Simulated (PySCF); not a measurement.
# UHF on Sc⁺ (scandium, charge +1)

Configuration: [Ar] 3d1 4s1, high-spin 3D determinant. Computed with PySCF 2.14 in jorge-DZP-DKH (8s6p2d1f, 43 functions), with the spin-free X2C one-electron Hamiltonian (Gaussian nucleus).

```
Total energy                                                  : -763.066414 hartree
One-electron energy                                           : -1039.6099 hartree
Hartree (Coulomb) energy                                      : 314.7641 hartree
Exchange energy                                               : -38.2206 hartree
⟨S²⟩                                                          : 2.0011
⟨L²⟩                                                          : 6.012
Sum of ⟨r⟩                                                    : 16.96 bohr
Sum of ⟨r²⟩                                                   : 30.43 bohr²
Traceless quadrupole moment −½Σ⟨3z² − r²⟩ along its main axis : 0.798 e·bohr²
Langevin diamagnetic susceptibility                           : -24.1 ×10⁻⁶ cm³/mol
Time after the integrals                                      : 0.12 s of wall time on 1 thread of Neoverse-V2 (shared host)
```

```csv
shell,electrons,mean orbital energy (eV),spread (eV),"rms radius, mean of both spins (bohr)"
1s α,1,-4546.5,0,0.0844
1s β,1,-4546.4,0,0.0844
2s α,1,-531.19,0,0.370
2s β,1,-530.70,0,0.370
2p α,3,-433.95,0.085,0.340
2p β,3,-433.56,0.488,0.340
3s α,1,-78.246,0,1.15
3s β,1,-76.398,0,1.15
3p α,3,-50.774,0.975,1.27
3p β,3,-48.746,1.510,1.27
3d α,1,-16.220,0,1.87
4s α,1,-12.271,0,3.69
```

Densities and radii are taken from the X2C orbitals without a picture-change correction, which distorts them close to the nucleus.
